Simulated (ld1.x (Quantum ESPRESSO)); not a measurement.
revPBE TM semilocal dataset for Ag (Z = 47), scalar-relativistic all-electron reference.

ld1.x (Quantum ESPRESSO) 7.5 was run on this input:

```
&input
   title='Ag', zed=47., rel=1, dft='REVPBE', iswitch=3,
   config='[Kr] 4d10 5s1 5p0',
   nld=3, rlderiv=2.40, eminld=-6.0, emaxld=5.0, deld=0.02
 /
 &inputp
   pseudotype=1, tm=.true., lloc=0,
   nlcc=.true.,
   file_pseudopw='Ag.pp', file_wfcaegen='ae.wfc', file_wfcncgen='nc.wfc'
 /
3
4P  2  1   6.00   0.00  1.65  1.65  0.0
4D  3  2  10.00   0.00  1.45  1.45  0.0
5S  1  0   1.00   0.00  2.20  2.20  0.0
 &test
   configts(1)='4p6 4d10 5s1 5p0'
 /
```

Command:

```bash
ld1.x < Ag.in > Ag.out
```

Output (shortened: banner, matrices, multipoles, cross overlaps and the repeated all-electron block are left out):

```
Program LD1 v.7.5
     --------------------------- All-electron run ----------------------------

     Ag
     scalar relativistic calculation

     atomic number is 47.00
     dft =REVPBE   lsd =0 sic =0 latt =0  beta=0.20 tr2=1.0E-14
     Exchange-correlation= REVPBE
                           (   1   4   4   4   0   0   0)
     mesh =1237 r(mesh) =  99.46963 a.u. xmin = -7.00 dx = 0.01250
     1 Ry =  13.60569312 eV, c = 137.03599908

     n l     nl                  e(Ry)          e(Ha)          e(eV)
     1 0     1S 1( 2.00)     -1861.8267      -930.9134    -25331.4431
     2 0     2S 1( 2.00)      -274.1235      -137.0618     -3729.6405
     2 1     2P 1( 6.00)      -245.8522      -122.9261     -3344.9896
     3 0     3S 1( 2.00)       -50.2537       -25.1268      -683.7362
     3 1     3P 1( 6.00)       -40.9693       -20.4847      -557.4158
     4 0     4S 1( 2.00)        -6.9814        -3.4907       -94.9870
     4 1     4P 1( 6.00)        -4.3000        -2.1500       -58.5051
     3 2     3D 1(10.00)       -26.3399       -13.1699      -358.3721
     4 2     4D 1(10.00)        -0.5424        -0.2712        -7.3795
     5 0     5S 1( 1.00)        -0.3151        -0.1575        -4.2865
     5 1     5P 1( 0.00)        -0.0522        -0.0261        -0.7105

     final scf error:  3.4E-15 reached in  30 iterations

     Etot =  -10632.525287 Ry,   -5316.262644 Ha, -144662.876180 eV

     Ekin =   11046.210371 Ry,    5523.105186 Ha,  150291.348482 eV
     Encl =  -25700.768446 Ry,  -12850.384223 Ha, -349676.768504 eV
     Eh   =    4320.670157 Ry,    2160.335079 Ha,   58785.712242 eV
     Exc  =    -298.637369 Ry,    -149.318685 Ha,   -4063.168400 eV

     normalization and overlap integrals

     s(1S/1S) =  1.000000  <r> =   0.0311  <r2> =    0.0013  r(max) =   0.0202
     s(2S/2S) =  1.000000  <r> =   0.1349  <r2> =    0.0215  r(max) =   0.1136
     s(2P/2P) =  1.000000  <r> =   0.1177  <r2> =    0.0169  r(max) =   0.0907
     s(3S/3S) =  1.000000  <r> =   0.3685  <r2> =    0.1553  r(max) =   0.3328
     s(3P/3P) =  1.000000  <r> =   0.3675  <r2> =    0.1569  r(max) =   0.3246
     s(4S/4S) =  1.000000  <r> =   0.9123  <r2> =    0.9436  r(max) =   0.8186
     s(4P/4P) =  1.000000  <r> =   1.0013  <r2> =    1.1504  r(max) =   0.8824
     s(3D/3D) =  1.000000  <r> =   0.3457  <r2> =    0.1424  r(max) =   0.2725
     s(4D/4D) =  1.000000  <r> =   1.4162  <r2> =    2.5003  r(max) =   1.0381
     s(5S/5S) =  1.000000  <r> =   3.1846  <r2> =   11.8953  r(max) =   2.4902
     s(5P/5P) =  1.000000  <r> =   5.6283  <r2> =   38.8857  r(max) =   4.0042

     ------------------------ End of All-electron run ------------------------

     --------------------- Generating NC pseudopotential ---------------------

      Generating local pot.: lloc=0, matching radius rcloc =   2.2000

      Computing core charge for nlcc:

       r > 0.61 : true rho core
       r < 0.61 : rho core = a sin(br)/r    a=  36.06  b=   4.28

      Integrated core pseudo-charge :   8.20

      Wfc   4P  rcut= 1.648  Using Troullier-Martins method

      Wfc   4D  rcut= 1.455  Using Troullier-Martins method

     ------------------- End of pseudopotential generation -------------------

     Computing logarithmic derivative in   2.41361
     Computing logarithmic derivative in   2.41361
     Computing the partial wave expansion
       no projector for channel:   0
     R is outside the sphere for l=    1 j= 0.00
     R is outside the sphere for l=    2 j= 0.00

     ---------------------- Testing the pseudopotential ----------------------

     Ag
     scalar relativistic calculation

     atomic number is 47.00   valence charge is 17.00
     dft =REVPBE   lsd =0 sic =0 latt =0  beta=0.20 tr2=1.0E-14
     mesh =1237 r(mesh) =  99.46963 xmin = -7.00 dx = 0.01250

     n l     nl             e AE (Ry)        e PS (Ry)    De AE-PS (Ry)
     2 1     4P   1( 6.00)       -4.30005       -4.30005        0.00000
     3 2     4D   1(10.00)       -0.54238       -0.54239        0.00001
     1 0     5S   1( 1.00)       -0.31505       -0.31505        0.00000
     3 1     5P   1( 0.00)       -0.05222       -0.05710        0.00488

     eps = 3.1E-15  iter = 12

     Etot =  -10632.525287 Ry,   -5316.262644 Ha, -144662.876180 eV
     Etotps =  -244.454722 Ry,    -122.227361 Ha,   -3325.975935 eV

     Ekin =     100.910052 Ry,      50.455026 Ha,    1372.951196 eV
     Encl =    -340.590920 Ry,    -170.295460 Ha,   -4633.975539 eV
     Ehrt =     198.070340 Ry,      99.035170 Ha,    2694.884262 eV
     Ecxc =     -48.390082 Ry,     -24.195041 Ha,    -658.380604 eV
     (Ecc =     -20.373384 Ry,     -10.186692 Ha,    -277.194005 eV)
     Epseu=    -154.454112 Ry,     -77.227056 Ha,   -2101.455249 eV

     ---------------------- End of pseudopotential test ----------------------
```

Generation and configuration tests took about 1.2 s on one core of a shared server CPU.

Transferability test of the new file with ld1.x, input:

```
&input
   title='Ag', zed=47., rel=1, dft='REVPBE', iswitch=2,
   config='[Kr] 4d10 5s1 5p0'
 /
 &test
   file_pseudo='Ag.pp', nconf=8,
   configts(1)='4p6 4d10 5s1 5p0',
   configts(2)='4p6 4d10 5s0 5p0',
   configts(3)='4p6 4d9 5s0 5p0',
   configts(4)='4p6 4d8 5s0 5p0',
   configts(5)='4p5 4d10 5s1 5p0',
   configts(6)='4p6 4d10 5s0.5 5p0',
   configts(7)='4p6 4d9 5s1 5p0',
   configts(8)='4p6 4d9 5s2 5p0'
 /
```

```bash
ld1.x < Ag.test.in > Ag.test.out
```

Pseudopotential blocks of its output, shortened (energy terms left out):

```
     ---------------------- Testing the pseudopotential ----------------------

     n l     nl             e AE (Ry)        e PS (Ry)    De AE-PS (Ry)
     2 1     4P   1( 6.00)       -4.30005       -4.30005        0.00000
     3 2     4D   1(10.00)       -0.54238       -0.54239        0.00001
     1 0     5S   1( 1.00)       -0.31505       -0.31505        0.00000
     3 1     5P   1( 0.00)       -0.05222       -0.05710        0.00488

     eps = 4.4E-15  iter = 17

     Etot =  -10632.525287 Ry,   -5316.262644 Ha, -144662.876180 eV
     Etotps =  -244.454720 Ry,    -122.227360 Ha,   -3325.975905 eV

     ---------------------- End of pseudopotential test ----------------------

          ---------------------- Testing the pseudopotential ----------------------

     n l     nl             e AE (Ry)        e PS (Ry)    De AE-PS (Ry)
     2 1     4P   1( 6.00)       -4.90475       -4.90089       -0.00386
     3 2     4D   1(10.00)       -1.14247       -1.14145       -0.00101
     1 0     5S   1( 0.00)       -0.81891       -0.82064        0.00172
     3 1     5P   1( 0.00)       -0.45977       -0.47319        0.01342  !

     eps = 6.8E-15  iter = 17

     Etot =  -10631.965407 Ry,   -5315.982704 Ha, -144655.258623 eV
     Etotps =  -243.894029 Ry,    -121.947015 Ha,   -3318.347314 eV
     dEtot_ae =       0.559880 Ry
     dEtot_ps =       0.560691 Ry,   Delta E=      -0.000811 Ry

     ---------------------- End of pseudopotential test ----------------------

          ---------------------- Testing the pseudopotential ----------------------

     n l     nl             e AE (Ry)        e PS (Ry)    De AE-PS (Ry)
     2 1     4P   1( 6.00)       -5.94599       -5.94217       -0.00382
     3 2     4D   1( 9.00)       -2.11716       -2.11593       -0.00123
     1 0     5S   1( 0.00)       -1.51671       -1.51764        0.00093
     3 1     5P   1( 0.00)       -1.04972       -1.07747        0.02775  !

     eps = 3.9E-15  iter = 21

     Etot =  -10630.346696 Ry,   -5315.173348 Ha, -144633.234940 eV
     Etotps =  -242.276364 Ry,    -121.138182 Ha,   -3296.337865 eV
     dEtot_ae =       2.178591 Ry
     dEtot_ps =       2.178356 Ry,   Delta E=       0.000235 Ry

     ---------------------- End of pseudopotential test ----------------------

          ---------------------- Testing the pseudopotential ----------------------

     n l     nl             e AE (Ry)        e PS (Ry)    De AE-PS (Ry)
     2 1     4P   1( 6.00)       -7.11277       -7.11022       -0.00254
     3 2     4D   1( 8.00)       -3.20934       -3.20846       -0.00088
     1 0     5S   1( 0.00)       -2.29856       -2.29948        0.00092
     3 1     5P   1( 0.00)       -1.73756       -1.78485        0.04729  !

     eps = 3.7E-15  iter = 17

     Etot =  -10627.692487 Ry,   -5313.846244 Ha, -144597.122587 eV
     Etotps =  -239.622956 Ry,    -119.811478 Ha,   -3260.236400 eV
     dEtot_ae =       4.832800 Ry
     dEtot_ps =       4.831764 Ry,   Delta E=       0.001035 Ry

     ---------------------- End of pseudopotential test ----------------------

          ---------------------- Testing the pseudopotential ----------------------

     n l     nl             e AE (Ry)        e PS (Ry)    De AE-PS (Ry)
     2 1     4P   1( 5.00)       -5.31994       -5.33090        0.01096  !
     3 2     4D   1(10.00)       -1.47343       -1.47510        0.00167
     1 0     5S   1( 1.00)       -0.93576       -0.93064       -0.00512  !
     3 1     5P   1( 0.00)       -0.53204       -0.55208        0.02003  !

     eps = 6.7E-15  iter = 15

     Etot =  -10627.734380 Ry,   -5313.867190 Ha, -144597.692562 eV
     Etotps =  -239.655605 Ry,    -119.827803 Ha,   -3260.680619 eV
     dEtot_ae =       4.790908 Ry
     dEtot_ps =       4.799115 Ry,   Delta E=      -0.008208 Ry

     ---------------------- End of pseudopotential test ----------------------

          ---------------------- Testing the pseudopotential ----------------------

     n l     nl             e AE (Ry)        e PS (Ry)    De AE-PS (Ry)
     2 1     4P   1( 6.00)       -4.58866       -4.58684       -0.00182
     3 2     4D   1(10.00)       -0.82952       -0.82895       -0.00057
     1 0     5S   1( 0.50)       -0.55649       -0.55710        0.00061
     3 1     5P   1( 0.00)       -0.24160       -0.25061        0.00901  !

     eps = 5.9E-15  iter = 17

     Etot =  -10632.308408 Ry,   -5316.154204 Ha, -144659.925384 eV
     Etotps =  -244.237661 Ry,    -122.118831 Ha,   -3323.022667 eV
     dEtot_ae =       0.216879 Ry
     dEtot_ps =       0.217059 Ry,   Delta E=      -0.000180 Ry

     ---------------------- End of pseudopotential test ----------------------

          ---------------------- Testing the pseudopotential ----------------------

     n l     nl             e AE (Ry)        e PS (Ry)    De AE-PS (Ry)
     2 1     4P   1( 6.00)       -5.22641       -5.22790        0.00149
     3 2     4D   1( 9.00)       -1.40961       -1.40997        0.00036
     1 0     5S   1( 1.00)       -0.92717       -0.92532       -0.00185
     3 1     5P   1( 0.00)       -0.52889       -0.54663        0.01774  !

     eps = 3.6E-15  iter = 17

     Etot =  -10631.563415 Ry,   -5315.781708 Ha, -144649.789247 eV
     Etotps =  -243.492592 Ry,    -121.746296 Ha,   -3312.885482 eV
     dEtot_ae =       0.961872 Ry
     dEtot_ps =       0.962128 Ry,   Delta E=      -0.000257 Ry

     ---------------------- End of pseudopotential test ----------------------

          ---------------------- Testing the pseudopotential ----------------------

     n l     nl             e AE (Ry)        e PS (Ry)    De AE-PS (Ry)
     2 1     4P   1( 6.00)       -4.59479       -4.60160        0.00681  !
     3 2     4D   1( 9.00)       -0.78408       -0.78716        0.00308
     1 0     5S   1( 2.00)       -0.40123       -0.39919       -0.00204
     3 1     5P   1( 0.00)       -0.08700       -0.09619        0.00919  !

     eps = 8.1E-15  iter = 17

     Etot =  -10632.221668 Ry,   -5316.110834 Ha, -144658.745237 eV
     Etotps =  -244.148837 Ry,    -122.074418 Ha,   -3321.814149 eV
     dEtot_ae =       0.303619 Ry
     dEtot_ps =       0.305883 Ry,   Delta E=      -0.002265 Ry

     ---------------------- End of pseudopotential test ----------------------
```
